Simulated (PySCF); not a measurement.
# The second ionisation energy along group 8

Calculated with PySCF 2.14 from differences of total energies of unrestricted determinants, without spin-orbit coupling. Values in eV. The last column holds reference values (NIST; (s) semi-empirical, (t) theoretical, else measured). Unmarked ones compare directly (S terms, centres of terms, or small fine structure); those marked * lie between the lowest fine-structure levels and include a spin-orbit shift.

```json
{"element": "Fe (aug-cc-pVDZ, non-relativistic)", "configurations": "[Ar] 3d6 4s1 → [Ar] 3d6", "LDA": "16.806", "PBE": "16.574", "r2SCAN": "16.444", "MP2 (valence)": "15.685", "SCS-MP2 (valence)": "15.459", "M06-L": "15.690", "reference": "16.199 *"}
{"element": "Ru (aug-cc-pVDZ-PP with ECP28MDF, ECP)", "configurations": "[Kr] 4d7 → [Kr] 4d6", "LDA": "17.181", "PBE": "16.968", "r2SCAN": "16.580", "MP2 (valence)": "16.145", "SCS-MP2 (valence)": "16.229", "M06-L": "16.750", "reference": "16.76 ± 0.06 (s) *"}
{"element": "Os (aug-cc-pVDZ-PP with ECP60MDF, ECP)", "configurations": "[Xe] 4f14 5d6 6s1 → [Xe] 4f14 5d6", "LDA": "17.822", "PBE": "17.517", "r2SCAN": "17.532", "MP2 (valence)": "16.782", "SCS-MP2 (valence)": "16.453", "M06-L": "16.711", "reference": "17 ± 1 (s) *"}
```

"Valence" correlates the outer s and p shells and, in groups 3 to 12 and the f block, the outer d or f shell, open or full, or the next shell where the ion has no valence electron left; the wider scheme adds the next inner shell.
